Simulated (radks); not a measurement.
Values are calculated unless marked as measured or tabulated.
Problem. Radial electron density D(r) = 4 pi r^2 rho(r) of an atom or ion with 65 electrons. Code: a radial shooting solver on a logarithmic mesh with Libxc functionals. Model: Dirac Kohn-Sham, Slater X-alpha with alpha = 0.711, spin-unpolarised, spherical densities, point nucleus.

```
   r/bohr * D(r) (the largest magnitude, 117, reaches the edge; | marks zero)
  0.00191 |     *
 0.002224 |       *
 0.002589 |         *
 0.003038 |           *
 0.003537 |              *
 0.004117 |                 *
 0.004793 |                    *
  0.00558 |                        *
 0.006496 |                            *
 0.007623 |                                *
 0.008874 |                                   *
  0.01033 |                                      *
  0.01203 |                                         *
    0.014 |                                          *
   0.0163 |                                         *
  0.01913 |                                        *
  0.02227 |                                      *
  0.02592 |                                     *
  0.03018 |                                     *
  0.03513 |                                       *
  0.04123 |                                           *
    0.048 |                                                *
  0.05588 |                                                    *
  0.06505 |                                                      *
  0.07573 |                                                    *
  0.08816 |                                               *
   0.1035 |                                          *
   0.1204 |                                         *
   0.1402 |                                           *
   0.1632 |                                               *
     0.19 |                                                *
   0.2212 |                                           *
   0.2596 |                                *
   0.3022 |                        *
   0.3518 |                     *
   0.4096 |                      *
   0.4768 |                         *
   0.5596 |                       *
   0.6514 |                   *
   0.7584 |             *
   0.8829 |         *
    1.028 |      *
    1.197 |     *
    1.404 |    *
    1.635 |  *
    1.903 | *
    2.215 |*
    2.579 |*
    3.002 *
    3.523 *
    4.102 *
    4.775 *
    5.559 *
    6.472 *
    7.534 *
    8.841 *
    10.29 *
```

What is the nuclear charge?

Solution. Z = 66. The innermost maximum, from 1s, lies near gamma/Z bohr with gamma = sqrt(1 - (Z/c)^2) = 0.876, here 0.0133 bohr (found: 0.0147), and its height grows with Z. The density is that of the dysprosium ion Dy+ in [Xe] 4f10 6s1; the configuration itself is not fixed sharply by these data, and Z only to a few units. D(r) has 4 maxima, at r = 0.0147, 0.0651, 0.181, 0.496 bohr, and minima at 0.0283, 0.119, 0.355 bohr, inside which lie 2.01, 11.15, 29.55 electrons.
